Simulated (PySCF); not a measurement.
PySCF 2.14 output of an unrestricted B3LYP calculation on a single atom or ion in aug-cc-pVDZ-DK (7s6p4d2f, 59 functions), with the spin-free X2C one-electron Hamiltonian (Gaussian nucleus):

```
SCF conv_tol = 1e-09
number electrons alpha = 14  beta = 9
    P. J. Stephens, F. J. Devlin, C. F. Chabalowski, and M. J. Frisch.,  J. Phys. Chem. 98, 11623 (1994)
cycle= 1 E= -1157.70858839843  delta_E= -0.00163  |g|= 0.0431  |ddm|= 0.233
cycle= 2 E= -1157.70867476092  delta_E= -8.64e-05  |g|= 0.0389  |ddm|= 0.306
cycle= 3 E= -1157.70912321873  delta_E= -0.000448  |g|= 0.000299  |ddm|= 0.143
cycle= 4 E= -1157.70912324399  delta_E= -2.53e-08  |g|= 2.71e-06  |ddm|= 0.00132
cycle= 5 E= -1157.70912324399  delta_E= -1.36e-12  |g|= 3.01e-08  |ddm|= 1.05e-05
converged SCF energy = -1157.70912324399  <S^2> = 8.7505128  2S+1 = 6.0001709
```

The run itself started from symmetry-adapted Hartree-Fock orbitals and held the occupation by maximum overlap, on a logarithmic radial grid, so the iterations belong to that start.

**Question.** Which element, charge and spin multiplicity is this?

**Answer.** Mn²⁺ (manganese, charge +2), multiplicity 6; the state was [Ar] 3d5, high-spin 6S determinant.
